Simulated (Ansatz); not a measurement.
Gas-phase electronic energies from Ansatz, PBE0-D4/def2-TZVP geometries. CBS: MP2 limit from def2 TZ/QZ plus the TZ coupled-cluster correction, frozen cores. This one scheme is used for every species. Each species was taken in one conformer, which may not be the lowest.

Consider the ligand exchange at the Si–C bond: `C=C[Si](O)(O)C=C` + H₂S → `C=C[Si](O)(O)S` + `C=C`.

| species | CCSD(T)/CBS(def2) energy (Eh) |
| --- | --- |
| `C=C[Si](O)(O)C=C` | -596.53334 |
| H₂S | -398.97279 |
| `C=C[Si](O)(O)S` | -917.04788 |
| `C=C` | -78.48111 |

(1) Work out ΔE.

Largest T1 diagnostic among the species: 0.012.

Answers

(1) ΔE = (-917.04788) + (-78.48111) − (-596.53334) − (-398.97279) = -0.02286 Eh = -60.0 kJ/mol.
